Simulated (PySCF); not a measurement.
HO (SMILES [OH-]), charge -1, singlet, at a GFN2-xTB geometry (in this run its highest filled SCF level lies above zero, so its values depend strongly on the basis, on diffuse functions most of all). Base run: CAMB3LYP/6-31G** in PySCF.

Input for PySCF:
```python
from pyscf import gto, scf, dft

mol = gto.M(
    atom='''
O    -0.000000   -0.000000   -0.108754
H     0.000000    0.000000    0.870031
''',
    basis='6-31g**',
    charge=-1,
    spin=0,
    verbose=4,
)

mf = dft.RKS(mol)
mf.xc = 'camb3lyp'
mf.kernel()
mf.analyze()
```

Variants of this job, named by their change:

```tsv
change	ΔE vs base (mEh)	fitting functions
base	0.000	-
auxbasis = cc-pvtz-ri	-0.049	111
auxbasis = cc-pvdz-jkfit	-0.037	93
exchange = seminumerical (SGX) (with mf = sgx.sgx_fit(mf, auxbasis='def2-universal-jfit'); with mf.with_df.dfj = True)	-0.075	60
auxbasis = def2-tzvp-ri	-0.090	91
auxbasis = even-tempered beta=3.0	-0.130	103
auxbasis = cc-pvtz-jkfit	-0.036	109
auxbasis = even-tempered beta=2.0	-0.123	149
auxbasis = default (with mf = mf.density_fit())	-0.037	93
auxbasis = even-tempered beta=1.6	-0.006	219
```

A fitting set is made for a task (jfit for Coulomb, jkfit for Coulomb and exchange, ri for correlation) and for a family of orbital bases.
